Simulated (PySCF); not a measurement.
F2S.

```xyz
3

F      0.0000    -1.2073     0.4897
S      0.0000     0.0000    -0.5509
F      0.0000     1.2073     0.4897
```
Charge 0, spin multiplicity 1.

Geometry: ωB97X-D3(BJ)/def2-TZVP.

Calculation: PySCF with KT2/pcSseg-2. Non-relativistic, no solvent.

Computed absolute GIAO shielding of each atom: isotropic value and principal components (ppm):
```csv
atom,σ(iso),σ11,σ22,σ33,span
F1,326.6,-10.1,41.2,948.7,958.9
S2,-853.3,-1762.0,-720.8,-77.2,1684.8
F3,326.6,-10.1,41.2,948.7,958.9
```
